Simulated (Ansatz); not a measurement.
All numbers were calculated with Ansatz.

A structure relaxed at PBE0-D4/def2-TZVP, charge 0, multiplicity 1:

```xyz
8

C     0.5663   -1.2529    0.6028
C     0.6794   -0.0822   -0.0125
F     1.9249    0.3475   -0.3330
In   -0.9748    1.1923   -0.5390
H     1.4331   -1.8596    0.8484
H    -0.4147   -1.6229    0.8714
H    -2.5286    0.5886   -0.1115
H    -0.6855    2.6892   -1.3265
```

Problem. Give its formula and SMILES.

Solution. C2H4FIn, `C=[C](F)[InH2]`.

Problem. Point group (tolerance 0.08 Å, 0.16 Å for H)?

Solution. Cs.

Problem. Summarise the bond lengths by kind.

Solution. 1 × C–C 1.327 Å; 2 × C–H 1.082 to 1.086 Å; 1 × C–F 1.356 Å; 1 × C–In 2.154 Å; 2 × H–In 1.716 to 1.721 Å.
